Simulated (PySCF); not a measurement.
# Computed vibrations of LaF3(NH3)

LaF3(NH3) (singlet). PySCF 2.14.0, RKS PBE0, La def2-SVP with ECP46, F def2-SVP, N def2-SVP, H def2-SVP; non-relativistic Hamiltonian with scalar-relativistic core potentials where named; density fitting; no spin-orbit coupling. Central differences of gradients.

```xyz
8

La    0.0704   -0.0704    0.0704
F     1.1582    1.4482    1.1582
F    -1.4482   -1.1582    1.1582
F     1.1582   -1.1582   -1.4482
N    -1.5026    1.5026   -1.5026
H    -2.1168    2.1168   -0.9640
H    -0.9640    2.1168   -2.1168
H    -2.1168    0.9640   -2.1168
```

Run from Python with OMP_NUM_THREADS=2. Where DIIS fails, smearing, a level shift and second-order steps follow.
It took 60 s on 2 threads of Intel(R) Xeon(R) Platinum 8375C CPU @ 2.90GHz (Ice Lake) (shared host).

(1) What are the harmonic wavenumbers and infrared intensities?

(2) Is this a minimum?

Results:

(1) Modes are labelled in C3v; negative numbers are unstable modes, those under 60 cm⁻¹ near the noise; a finer grid moves soft modes by up to 10 cm⁻¹.
```tsv
cm⁻¹	km/mol	symmetry
46	0.6	e
46	0.6	e
71	61.1	a1
105	0.0	a2
120	15.4	e
120	15.4	e
266	12.8	a1
474	19.3	e
474	19.3	e
540	16.4	a1
544	214.9	e
544	214.9	e
1201	133.9	a1
1639	23.1	e
1639	23.1	e
3491	23.9	a1
3610	40.4	e
3610	40.4	e
```

(2) Yes, within the noise of the softest modes. Ideal gas at 298.15 K and 1 bar: S = 404.0 J/(mol K), Cp = 116.3 J/(mol K), H − H(0 K) = 26.1 kJ/mol (rigid rotor, harmonic modes, spin degeneracy alone; the modes under 60 cm⁻¹ make these uncertain).
